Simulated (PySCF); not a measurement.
C4H9NSi, SMILES N[SiH2]C1=CCC1.

Geometry optimised at TPSSh-D3(BJ)/def2-SVP. This is a generated structure with no PubChem entry under its InChIKey; it may be hypothetical. One conformer was computed; it need not be the lowest.

Computed with TDDFT-ωB97X/def2-SVPD in PySCF.

Vertical excitations. Isolated molecule, no solvent.

```json
[
 {"state": "S1", "energy (eV)": "6.43", "λ (nm)": "193", "f": "0.030", "main pairs": "HOMO−1→LUMO 55 %, HOMO−2→LUMO 22 %, HOMO→LUMO 10 %"},
 {"state": "S2", "energy (eV)": "6.56", "λ (nm)": "189", "f": "0.277", "main pairs": "HOMO→LUMO 80 %"},
 {"state": "S3", "energy (eV)": "6.72", "λ (nm)": "185", "f": "0.007", "main pairs": "HOMO−1→LUMO+1 41 %, HOMO−2→LUMO 30 %, HOMO−1→LUMO 8 %, HOMO→LUMO+1 8 %"},
 {"state": "S4", "energy (eV)": "7.35", "λ (nm)": "169", "f": "0.029", "main pairs": "HOMO→LUMO+1 53 %, HOMO−3→LUMO 10 %, HOMO→LUMO+3 8 %"},
 {"state": "S5", "energy (eV)": "7.37", "λ (nm)": "168", "f": "0.014", "main pairs": "HOMO−3→LUMO 35 %, HOMO−1→LUMO+1 19 %, HOMO→LUMO+1 10 %, HOMO−3→LUMO+1 8 %"},
 {"state": "S6", "energy (eV)": "7.59", "λ (nm)": "163", "f": "0.010", "main pairs": "HOMO→LUMO+2 71 %"},
 {"state": "S7", "energy (eV)": "7.64", "λ (nm)": "162", "f": "0.003", "main pairs": "HOMO−3→LUMO 24 %, HOMO−1→LUMO+1 21 %, HOMO−2→LUMO 14 %, HOMO−1→LUMO 10 %"},
 {"state": "S8", "energy (eV)": "8.04", "λ (nm)": "154", "f": "0.025", "main pairs": "HOMO−1→LUMO+2 48 %, HOMO−1→LUMO+4 20 %"},
 {"state": "S9", "energy (eV)": "8.29", "λ (nm)": "150", "f": "0.010", "main pairs": "HOMO→LUMO+3 54 %, HOMO−1→LUMO+4 21 %"},
 {"state": "S10", "energy (eV)": "8.35", "λ (nm)": "149", "f": "0.003", "main pairs": "HOMO−1→LUMO+3 20 %, HOMO→LUMO+4 19 %, HOMO→LUMO+3 12 %, HOMO−2→LUMO+1 10 %"},
 {"state": "T1", "energy (eV)": "4.01", "λ (nm)": "309", "f": "0", "main pairs": "HOMO→LUMO 67 %, HOMO→LUMO+1 18 %"},
 {"state": "T2", "energy (eV)": "6.00", "λ (nm)": "207", "f": "0", "main pairs": "HOMO−1→LUMO 44 %, HOMO−2→LUMO 37 %, HOMO−2→LUMO+1 11 %"},
 {"state": "T3", "energy (eV)": "6.42", "λ (nm)": "193", "f": "0", "main pairs": "HOMO−1→LUMO+1 34 %, HOMO−2→LUMO 22 %, HOMO−1→LUMO 21 %"},
 {"state": "T4", "energy (eV)": "7.06", "λ (nm)": "176", "f": "0", "main pairs": "HOMO−3→LUMO 53 %, HOMO−3→LUMO+1 13 %, HOMO−1→LUMO+1 8 %"}
]
```
Triplets are in the Tamm–Dancoff approximation, which puts them higher than full response would, so one can lie above its singlet here.
